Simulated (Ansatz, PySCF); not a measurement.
Cl₅Re, SMILES [Cl][Re+]([Cl])([Cl])([Cl])[Cl] (connectivity only; charge and spin as stated), charge +1, multiplicity 2. Atoms are numbered in the order given.

```xyz
6

Re     0.0647     0.0000    -0.0001
Cl    -0.1769     0.0002     2.2612
Cl    -0.1772     0.0000    -2.2613
Cl     2.2513    -0.0001     0.0002
Cl    -0.9810     1.9752     0.0001
Cl    -0.9810    -1.9753    -0.0001
```
Charge +1, spin multiplicity 2.

Geometry optimised at B3LYP-D3(BJ)/def2-SVP. The spin state was assumed, not searched. The def2 effective core potentials stand for the cores of Re; spin–orbit coupling is left out.

Two levels are set side by side: PBE-D3(BJ)/def2-SVP (Ansatz, a first-principles code) and B3LYP-D3(BJ)/def2-SVP (Ansatz). Each level has its own optimised geometry; the coordinates shown are those of the second. Frequencies come from the Hessian of PySCF at each geometry. Differences are taken from unrounded values.

```
quantity                            B3LYP-D3(BJ)
----------------------------------  ------------
mean bond length (Å)                       2.241
bond Re1–Cl2 (Å)                           2.274
bond Re1–Cl3 (Å)                           2.274
bond Re1–Cl4 (Å)                           2.187
bond Re1–Cl5 (Å)                           2.235
bond Re1–Cl6 (Å)                           2.235
highest harmonic wavenumber (cm⁻¹)           448
mean harmonic wavenumber (cm⁻¹)              254
zero-point energy (kcal/mol)                4.36
```

What does PBE-D3(BJ) give, and how far is it from B3LYP-D3(BJ)? (The exact figures need the calculation; the answer reports its results.)


| quantity | PBE-D3(BJ) | PBE-D3(BJ) minus B3LYP-D3(BJ) |
|---|---|---|
| mean bond length (Å) | 2.246 | 0.005 |
| bond Re1–Cl2 (Å) | 2.285 | 0.010 |
| bond Re1–Cl3 (Å) | 2.285 | 0.010 |
| bond Re1–Cl4 (Å) | 2.206 | 0.019 |
| bond Re1–Cl5 (Å) | 2.226 | -0.009 |
| bond Re1–Cl6 (Å) | 2.226 | -0.009 |
| highest harmonic wavenumber (cm⁻¹) | 430 | -17 |
| mean harmonic wavenumber (cm⁻¹) | 245 | -9 |
| zero-point energy (kcal/mol) | 4.20 | -0.16 |
